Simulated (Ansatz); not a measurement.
Process, species as SMILES: O=BF → F atom + O=[B] (B-O)
B3LYP-D3(BJ)/def2-TZVP geometries, fixed; electronic energies without zero-point terms.

The bond dissociation energy at CCSD(T) with Ansatz (a first-principles code), in kcal/mol, split into its Hartree-Fock and correlation parts. Cores are frozen. Open shells are unrestricted. No added dispersion term, no relativity. Functions are those of the species that has most.

```json
[
 {"basis": "aug-cc-pVDZ", "X": "2", "functions": "69", "Hartree-Fock": "114.85", "CCSD(T)": "149.10"},
 {"basis": "aug-cc-pVTZ", "X": "3", "functions": "138", "Hartree-Fock": "121.28", "CCSD(T)": "159.64"},
 {"basis": "aug-cc-pVQZ", "X": "4", "functions": "240", "Hartree-Fock": "121.43", "CCSD(T)": "161.61"}
]
```

Worked estimate of the basis-set limit from each neighbouring pair, with Hartree-Fock from the larger set and the correlation part extrapolated as X^-3.
Correlation parts: X = 2: 34.25, X = 3: 38.36, X = 4: 40.18.
- (2,3): (27·(38.36) - 8·(34.25))/19 = 40.09; with Hartree-Fock 121.28 the estimate is 161.37 kcal/mol.
- (3,4): (64·(40.18) - 27·(38.36))/37 = 41.51; with Hartree-Fock 121.43 the estimate is 162.94 kcal/mol.
The last two estimates differ by 1.57 kcal/mol; the largest set lies 1.33 from the last. Over the last step Hartree-Fock moves by 0.15 and the correlation part by 1.82.
